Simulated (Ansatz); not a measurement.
Geometry optimisation, RHF/def2-SVP (Ansatz).

Input:

```yaml
crystal:
  periodic: [false, false, false]
  atoms:
    - { symbol: Si, position_ang: [0.04856, 0.189034, -1.159207] }
    - { symbol: O, position_ang: [0.849516, 0.231015, 1.592862] }
    - { symbol: C, position_ang: [0.109374, -0.417493, 2.584567] }
    - { symbol: H, position_ang: [-0.463144, -1.255735, 2.182501] }
    - { symbol: H, position_ang: [0.7508, -0.783526, 3.388964] }
    - { symbol: H, position_ang: [-0.589259, 0.30355, 3.002277] }
    - { symbol: H, position_ang: [1.368636, -0.410285, 1.087323] }
    - { symbol: O, position_ang: [-1.07408, 1.402247, -1.180623] }
    - { symbol: H, position_ang: [-1.914054, 1.331707, -0.752905] }
    - { symbol: H, position_ang: [-0.809149, -0.914914, -0.522058] }
basis:
  gaussian: { orbitals: def2-SVP }
hamiltonian:
  xc: hf
relax:
  f_tol: 0.03
  max_steps: 50
```

Run as:

```bash
$ ansatz run input.yaml --threads 1 --pin off --max-ram 2048MiB --backend cpu --events-out ev --progress --plain --runs-dir out
```

**Question.** Where does it end, and by what steps?

**Answer.** The run converged. After 9 steps the energy has fallen by 0.284 eV; H6 moved furthest, 0.86 Å.

```
step  energy less start (eV)  largest force component (eV/Å)  accepted
   0                  0.0000                           1.055       yes
   1                 -0.0664                           1.347       yes
   2                 -0.0873                           1.147       yes
   3                 -0.1649                           0.597       yes
   4                 -0.2191                           0.668       yes
   5                 -0.2491                           0.751       yes
   6                 -0.2721                           0.359       yes
   7                 -0.2815                           0.196       yes
   8                 -0.2834                           0.069       yes
   9                 -0.2841                           0.025       yes
```

```xyz
10
Properties=species:S:1:pos:R:3
Si 0.066 0.103 -0.904
O 0.765 -0.117 1.147
C -0.005 -0.385 2.297
H -0.258 -1.443 2.359
H 0.530 -0.074 3.195
H -0.916 0.199 2.212
H 1.654 -0.437 1.218
O -0.863 1.454 -0.557
H -1.728 1.348 -0.196
H -0.968 -0.973 -0.547
```

Time of the run: 14 s on 1 thread of Arm Neoverse V2, on a shared host, peak memory 0.15 GiB.
